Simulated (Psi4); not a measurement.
The Psi4 input:
```
memory 2 GB

molecule {
0 3
  Si    0.06957115   -0.44374148    0.00392664
  O    -0.17058125    1.08800809   -0.00962772
  H    -0.99443389   -1.43247912   -0.00059018
  H     1.38508776   -1.05920486    0.02263895
}

set basis def2-sv(p)
set reference uhf

energy('scf')
print_variables()
```

Task: What does this run give for the <S^2>, dipole moment, nuclear repulsion energy, total energy?

Result: 
```
Quantity                          Value
------------------------  -------------
<S^2>                             2.019
dipole moment                    0.84 D
nuclear repulsion energy     51.8382 Eh
total energy              -9923.4435 eV
```

These values belong to the state on which the SCF converged, which isn't shown to be the lowest.
